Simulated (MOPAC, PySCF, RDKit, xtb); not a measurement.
Noncovalent pair: SiH4 (SMILES [SiH4]) (first 5 atoms) with CH3Cl (SMILES CCl); geometry from B3LYP-D3(BJ)/def2-TZVP, rigid monomers moved along the line of their centres of mass till Si1···Cl7 is 3.27 Å.
(charge 0, multiplicity 1):
```
atom    x (Å)    y (Å)    z (Å)
----  -------  -------  -------
Si    -0.0443  -0.1828   0.2092
H      1.4316  -0.1288   0.2523
H     -0.4952  -0.2017  -1.2028
H     -0.6176   1.0063   0.8782
H     -0.5296  -1.4079   0.8827
C     -1.0117  -0.2123   3.6396
Cl     0.7629  -0.1464   3.3809
H     -1.2000  -0.2012   4.7088
H     -1.4569   0.6547   3.1614
H     -1.3862  -1.1279   3.1924
```

Interaction energies are E(AB) − E(A) − E(B) at the monomers' geometry in the complex; basis-set methods are counterpoise corrected. Rows marked so take none.

Rows in STO-3G carry no dispersion term and start afresh at each structure. The state that PM7 reach isn't checked; PM7 holds dispersion and hydrogen-bond terms.

Programs: MOPAC for PM7 (differences of heats of formation); PySCF for STO-3G rows; RDKit for the force fields; xtb for the GFN methods. Each number belongs to the level named beside it.

Task: One of these levels gives 295.8 meV for the interaction energy. Name it.
A) PM7
B) MMFF94
C) HF/STO-3G (no counterpoise)
D) GFN1-xTB

Result: B, MMFF94. The others give 0.0 (PM7), -261.6 (GFN1-xTB), 121.9 (HF/STO-3G (no counterpoise))
